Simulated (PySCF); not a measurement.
## Assignment exercise: C5H8O3

Structure with atom numbers: `[CH3:1][C@H:2]([OH:3])/[CH:4]=[CH:5]/[O:6][CH:7]=[O:8]`. Each H is labelled by its parent atom.

- GFN2-xTB geometry
- PBE0/pcSseg-1 with gauge-including orbitals
- program: PySCF
- non-relativistic, no solvent model, equivalent nuclei averaged, one computed conformer

Referencing at the same level of theory: $^{13}$C and $^{1}$H against TMS.

Q: Assign these signals to the numbered atoms. $^{13}$C{$^{1}$H} NMR (computed): δ 161.8, 140.8, 128.9, 71.5, 25.8.

A: 
161.8 → C7, ester carbonyl carbon: it is a carbonyl in resonance with an O or N lone pair, the region of acids, esters and amides
140.8 → C5, alkene carbon bearing oxygen: an sp2 carbon further deshielded by the attached heteroatom
128.9 → C4, β carbon of an enol-ether or enamine type C=C
71.5 → C2, allylic sp3 CH bonded to O: pulled downfield by the heteroatom
25.8 → C1, methyl carbon: aliphatic region, no heteroatom directly attached

Q: Assign these signals to the numbered atoms. $^{1}$H NMR (400 MHz, computed): δ 8.02 (s, 1H), 7.95 (d, 1H), 5.87 (m, 1H), 4.45 (m, 1H), 1.39 (d, 3H), 0.82 (br s, 1H).

A: 
```tsv
δ (ppm)	atoms	environment	reason
8.02	H(C7)	hydrogen on an ester carbonyl carbon	–
7.95	H(C5)	hydrogen on an alkene carbon bearing oxygen	olefinic region
5.87	H(C4)	hydrogen on a β carbon of an enol-ether or enamine type C=C	attached to an sp2 carbon and in the plane of the double bond
4.45	H(C2)	hydrogen on an allylic sp3 CH bonded to O	its carbon carries O, an electronegative neighbour
1.39	H(C1)	hydrogen on a methyl carbon	–
0.82	H(O3)	hydrogen on an alcohol oxygen	exchangeable, gas-phase position
```

H(C7) and H(C5) lie closer than the usual error of such a calculation, so a measured spectrum could show them in the other order.

OH/NH shifts are gas-phase values; hydrogen bonding in solution moves them, usually downfield. Shifts are as computed. Against solution values, carbons near 30 ppm lie about +3 ppm off and those near 130 ppm about +5 ppm. Of 1211 compounds with measured shifts, 218 miss one by over three times the rms of a fit or turn the order of signals round; such compounds aren't used in these exercises. Multiplicities follow the n + 1 count of equivalent neighbours, as no J values were calculated; m marks all less simple cases, F and P coupling included.
